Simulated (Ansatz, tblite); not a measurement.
Forces on Zr₂O₂⁺ at its r2SCAN-D4/def2-TZVP geometry. Charge 1, multiplicity 2.

In the def2 sets Zr takes a core potential; there is no spin–orbit coupling. The xTB rows come from tblite. At r2SCAN-D4/def2-TZVP the charge 1 doublet is spin-contaminated (final ⟨S²⟩ up to 1.29, 0.75 for a pure state). The structure comes from a short search, and lower isomers may exist.

GFN2-xTB (tblite), largest force 6.84 eV/Å:

```xyz
4
positions Å, forces eV/Å
Zr    0.397    1.274    0.030    1.108    6.334    0.023
Zr    0.066   -1.380    0.040   -0.416   -6.828    0.088
O    -0.041    0.024   -1.347   -0.302    0.241   -0.355
O    -0.422    0.082    1.277   -0.390    0.253    0.244
```

BLYP-D4/def2-TZVP (Ansatz), largest force 0.86 eV/Å:

```
Zr 0.558 0.467 0.070
Zr 0.295 -0.124 0.048
O -0.322 -0.186 -0.774
O -0.531 -0.158 0.657
```

r2SCAN-D4/def2-TZVP (Ansatz), largest force 0.01 eV/Å:

```
Zr 0.000 0.005 -0.001
Zr -0.003 0.002 0.002
O 0.001 -0.002 -0.001
O 0.001 -0.005 0.000
```
